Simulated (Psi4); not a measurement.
Intermolecular potential of HBr ··· H3B (SMILES Br and B). Monomers: optimised at B3LYP-D3(BJ) (def2-TZVP), held rigid. Orientation: a random orientation, not optimised. Only R, the distance of the centres of mass, is varied, so the lowest point isn't the relaxed dimer.

Geometry at R = 3.97 Å (first 2 atoms: monomer A):
```
6

Br     0.7124     0.0000     0.0000
H     -0.7124     0.0000     0.0000
B      1.0972     1.7437     3.5448
H      0.2140     0.9662     3.7176
H      1.5406     2.3539     4.4643
H      1.5365     1.9116     2.4524
```

Levels of theory: PBE/def2-TZVP, counterpoise-corrected (Psi4); PBE-D3(BJ)/def2-TZVP, counterpoise-corrected (Psi4); PBE0/def2-TZVP, counterpoise-corrected (Psi4); CCSD(T)/aug-cc-pVDZ = DF-CCSD(T)/aug-cc-pVDZ, frozen core, counterpoise-corrected in Psi4.

Interaction energies in kcal/mol; the last columns give the difference from CCSD(T):

```
R / Å  PBE/def2-TZVP  PBE-D3(BJ)/def2-TZVP  PBE0/def2-TZVP  CCSD(T)/aug-cc-pVDZ  PBE/def2-TZVP − CCSD(T)/aug-cc-pVDZ  PBE-D3(BJ)/def2-TZVP − CCSD(T)/aug-cc-pVDZ  PBE0/def2-TZVP − CCSD(T)/aug-cc-pVDZ
-----  -------------  --------------------  --------------  -------------------  -----------------------------------  ------------------------------------------  ------------------------------------
3.41            3.61                  2.81            3.64                 4.05                                -0.45                                       -1.25                                 -0.41
3.57            2.07                  1.35            2.11                 2.26                                -0.18                                       -0.90                                 -0.15
3.74            1.10                  0.46            1.14                 1.13                                -0.03                                       -0.67                                  0.01
3.97            0.40                 -0.12            0.46                 0.34                                 0.06                                       -0.46                                  0.12
4.13            0.16                 -0.29            0.22                 0.08                                 0.08                                       -0.37                                  0.14
4.33            0.01                 -0.37            0.06                -0.08                                 0.08                                       -0.29                                  0.14
4.70           -0.08                 -0.33           -0.03                -0.14                                 0.06                                       -0.19                                  0.11
5.00           -0.07                 -0.25           -0.03                -0.12                                 0.05                                       -0.13                                  0.09
5.47           -0.03                 -0.14           -0.01                -0.07                                 0.04                                       -0.07                                  0.06
6.13            0.00                 -0.06            0.00                -0.03                                 0.03                                       -0.02                                  0.04
7.20            0.01                 -0.01            0.01                -0.01                                 0.02                                        0.00                                  0.02
8.45            0.00                  0.00            0.00                 0.00                                 0.01                                        0.00                                  0.01
```

PBE/def2-TZVP is furthest from CCSD(T)/aug-cc-pVDZ at 3.41 (-0.45 kcal/mol, below); its mean absolute difference over the points is 0.09 kcal/mol.

PBE-D3(BJ)/def2-TZVP is furthest from CCSD(T)/aug-cc-pVDZ at 3.41 (-1.25 kcal/mol, below); its mean absolute difference over the points is 0.36 kcal/mol.

PBE0/def2-TZVP is furthest from CCSD(T)/aug-cc-pVDZ at 3.41 (-0.41 kcal/mol, below); its mean absolute difference over the points is 0.11 kcal/mol.
